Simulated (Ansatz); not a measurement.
`F[Si@H]1[O][Ge@H]1[SiH3]` + `C=C(O)F` → `C=C(F)O[SiH3]` + `F[SiH]1[O][GeH2]1`  (cleavage of the Si–Ge bond)

Gas-phase electronic energies from Ansatz, PBE0-D4/def2-TZVP geometries. CBS: MP2 limit from def2 TZ/QZ plus the TZ coupled-cluster correction, frozen cores. Functionals use def2-TZVPP. B3LYP here is the variant with VWN-RPA as its local correlation; programs differ in this. For Ge outer-core shells are correlated without core-valence functions, which leaves a few kJ/mol of doubt a bond. Scalar relativity is left out up to krypton. Each species was taken in one conformer, which may not be the lowest.

CCSD(T)/CBS gives -58.3 kJ/mol.

Q: Another level gave -59.3 kJ/mol. Which?
A. B3LYP/def2-TZVPP
B. PBE-D4/def2-TZVPP
C. PBE0/def2-TZVPP
D. MP2/def2-TZVPP

A: A. B3LYP -59.3, MP2/def2-TZVPP -64.6, PBE0 -44.7, PBE-D4 -37.3 kJ/mol.

Largest T1 diagnostic among the species: 0.015.

In def2-TZVPP, CCSD(T) changes the Hartree–Fock value by +21.7 kJ/mol (the triples alone add +3.0 kJ/mol) and MP2 by +17.5 kJ/mol. From PBE to PBE0 (25 % exact exchange), in def2-TZVPP and without D4, ΔE moves by −6.7 kJ/mol.
